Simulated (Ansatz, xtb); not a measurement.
## Two structures of FHNNaOSi

Structure X is a singlet given by its coordinates and structure Y is a singlet given by its coordinates. Both are isolated molecules in the gas phase, relaxed with B3LYP-D3(BJ)/def2-SVP.

X (Å):

```xyz
6

F    -1.9608   -0.7232   -1.1581
N     0.4421   -1.1924   -0.5057
Na   -1.2406   -2.4993   -0.0467
O    -0.3365    1.3130   -2.0352
Si   -0.4164   -0.0288   -1.2967
H     1.4462   -1.0443   -0.4258
```

Close contacts (Å): F1–Na3 2.22, F1–Si5 1.70, N2–Na3 2.18, N2–Si5 1.65, Na3–Si5 2.89, O4–Si5 1.53, N2–H6 1.02.

Y (Å):

```yaml
atoms:
  - { symbol: F, position_ang: [-1.6455, 0.5956, -1.6692] }
  - { symbol: N, position_ang: [-0.9852, -2.1667, -2.0012] }
  - { symbol: Na, position_ang: [0.7467, -2.7694, -0.6073] }
  - { symbol: O, position_ang: [0.3668, -0.6059, -0.2201] }
  - { symbol: Si, position_ang: [-0.7633, -0.7091, -1.2992] }
  - { symbol: H, position_ang: [-1.6942, -2.3292, -2.7113] }
```

Close contacts (Å): F1–Si5 1.62, N2–Na3 2.30, N2–Si5 1.63, Na3–O4 2.23, Na3–Si5 2.65, O4–Si5 1.57, N2–H6 1.02.

Task: Estimate which is lower in electronic energy at CCSD(T)/def2-SVP + ΔMP2/def2-TZVPP, and by roughly how much.

Result: The CCSD(T)/def2-SVP + ΔMP2/def2-TZVPP calculation puts structure Y lower, by 40.6 kJ/mol.

How the difference moves with the method:

```tsv
level	geometry	E(Y) − E(X) (kJ/mol)	departure from the last row (kJ/mol)	job, with rough time for the two
GFN2-xTB	GFN2-xTB	−3.8	+36.8	optimisation, 0.86 s
HF/STO-3G	GFN2-xTB	+4.5	+45.1	single point, 1.8 s
r2SCAN-D4/def2-SVP	GFN2-xTB	−34.7	+5.9	single point, 10 s
B3LYP-D3(BJ)/def2-SVP	B3LYP-D3(BJ)/def2-SVP	−28.7	+11.9	optimisation, 1.8 min
HF/def2-SVP	B3LYP-D3(BJ)/def2-SVP	−36.6	+4.0	part of the CCSD(T) run
MP2/def2-SVP	B3LYP-D3(BJ)/def2-SVP	−25.6	+15.0	part of the CCSD(T) run
CCSD(T)/def2-SVP	B3LYP-D3(BJ)/def2-SVP	−25.9	+14.8	single point
CCSD(T)/def2-SVP + ΔMP2/def2-TZVPP	B3LYP-D3(BJ)/def2-SVP	−40.6		single point, 52 s
```

HF/STO-3G puts the two in the other order. The largest departure from CCSD(T)/def2-SVP + ΔMP2/def2-TZVPP is that of HF/STO-3G, 45.1 kJ/mol. The last row adds to CCSD(T) the change of the MP2 difference between the two basis sets, here −14.8 kJ/mol, a large step that makes the value less sure.

With harmonic frequencies from B3LYP-D3(BJ)/def2-SVP (ideal gas, rigid rotor, one conformer each, 298.15 K, 1 atm): the zero-point term adds 0.0 kJ/mol; ΔH is −40.6 and ΔG −40.4 kJ/mol.

The correlated steps freeze 9 core orbitals; the last core shell of Na is correlated, in a basis made for valence electrons. Programs: Ansatz 0.2.0, xtb 6.7.1; the last row on 1 thread of Intel(R) Xeon(R) Processor @ 2.50GHz (Skylake/Cascade Lake) on a shared host.
